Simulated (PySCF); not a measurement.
TeHCl, SMILES Cl[TeH]. Coordinates come from a B3LYP-D3(BJ)/def2-TZVP optimisation. The def2 effective core potentials stand for the cores of Te; spin–orbit coupling is left out.

These are B3LYP-D3(BJ)/def2-TZVP (PySCF) values and carry that method's errors.

Harmonic wavenumbers (cm⁻¹): 361, 653, 2106. Rotational constants (GHz): 183.0, 3.254, 3.197; symmetry number 1.

**Question.** Work out the zero-point energy and the ideal-gas rigid-rotor harmonic-oscillator thermochemistry at 298.15 K and 1 atm.

**Answer.** ZPE = ½ Σ hcν = ½ × 3120 cm⁻¹ = 4.46 kcal/mol. H − E(el) = 7.13 kcal/mol. Entropy in cal/(mol K): translation 41.19, rotation 22.65, vibration 1.49, total 65.33. G − E(el) = -12.35 kcal/mol. Cp = 10.43 cal/(mol K).
